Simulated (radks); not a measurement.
Polarisability of the manganese ion Mn2+, [Ar] 3d5, at imaginary frequency. Calculated with a radial shooting solver on a logarithmic mesh with Libxc functionals: scalar-relativistic Kohn-Sham, LB94 model potential, spin-unpolarised, spherical densities, finite nucleus; Fermi nuclear charge, rms radius 3.7057 fm. Response by self-consistent Sternheimer equations with the Hartree and adiabatic LDA kernel, the relativistic mass of each level held fixed and spin-orbit coupling left out.

w (hartree),alpha1(iw) (bohr^3)
0.00266,3.796
0.0143,3.795
0.0360,3.786
0.0697,3.759
0.118,3.693
0.186,3.559
0.280,3.324
0.413,2.975
0.605,2.533
0.892,2.037
1.35,1.513
2.12,0.9889
3.59,0.5237
6.94,0.1989
17.5,0.04318

Static values: alpha1 = 3.796 bohr^3 (0.5625 angstrom^3; uncoupled 4.783). C6 = 11.27, triple-dipole C9 = 28.36 atomic units. One-pole (London) frequency 4 C6 / (3 alpha1^2) = 1.043 hartree, against 1.205 for minus the highest occupied eigenvalue.
